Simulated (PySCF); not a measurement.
MgSb⁺ at BP86

Computed with BP86; PySCF, spin-free X2C with a Gaussian nucleus, basis sets Mg x2c-SVPall, Sb x2c-SVPall.

For MgSb⁺, the state is ³Σ⁻ (triplet), unpaired electrons π ↑↑. The bond length is 2.777 Å, the harmonic wavenumber is 240 cm⁻¹ and the force constant is 0.681 mdyn/Å. The rotational constant Be is 0.1092 cm⁻¹, the anharmonicity ωexe is 1.16 cm⁻¹ and the vibration–rotation constant αe is 0.000681 cm⁻¹. The well depth De to Mg⁺ + Sb is 42.6 kcal/mol and the dissociation energy D0 is 42.2 kcal/mol. The bond order (Mayer) is 1.33. The dipole moment (positive dipole points towards Sb; it is taken about the centre of mass and depends on that origin) is -8.60 D.

These are scalar-relativistic numbers at best; spin–orbit coupling would shift them, the dissociation energy most. For an ion De counts to the pair picked by the measured ionisation energies or electron affinities, which need not be the lowest pair at this level. The state was picked by a PBE0 search and need not be the measured ground state.
